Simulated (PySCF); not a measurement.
## Orbital picture of GaB

r²SCAN0 at R = 2.242 Å; PySCF, no relativity, basis sets Ga aug-pcseg-1, B aug-pcseg-1. State: ³Π (triplet), unpaired electrons σ ↑, π ↑. Only the outer orbitals are listed, counted within each symmetry.

```
spin  orbital  occ.  ε (eV)  on Ga (%)           main shells (%)
   α       8σ     1  -13.23         44           52 B s, 36 Ga s
   α       9σ     1   -9.23         51   48 Ga s, 35 B s, 14 B p
   α      10σ     1   -5.67         50  52 B p, 32 Ga p, 17 Ga s
   α       4π     1   -5.61         25           73 B p, 24 Ga p
   α       4π     0   -3.17         44           55 B p, 43 Ga p
   α       5π     0   -1.29         77           76 Ga p, 23 B p
   α       5π     0   -0.66         61           58 Ga p, 40 B p
   β       8σ     1  -11.69         48           45 B s, 45 Ga s
   β       9σ     1   -7.50         58           50 Ga s, 44 B s
   β       4π     0   -2.82         48           50 B p, 48 Ga p
   β       4π     0   -2.11         64           64 Ga p, 34 B p
   β      10σ     0   -1.79         40   48 B p, 32 Ga p, 14 B s
```

Problem. Which are the highest filled and the lowest empty level, where do they sit, and how wide is the gap?

Solution. Highest filled α 4π at -5.61 eV (in %: 73 B p, 24 Ga p); lowest empty α 4π at -3.17 eV (in %: 55 B p, 43 Ga p); the gap at r²SCAN0 is 2.44 eV. Both belong to one degenerate shell, split only by its one-sided filling, so this is no excitation gap.

```
bond order (Mayer)                              : 0.98
⟨S²⟩                                            : 2.009
charge on Ga (Mulliken, basis-dependent)        : 0.25
charge on Ga (Löwdin, basis-dependent)          : 0.26
dipole moment (positive dipole means Ga(−)B(+)) : -1.15 D
```

Spin–orbit coupling is left out. The state was picked by a PBE0 search and need not be the measured ground state.
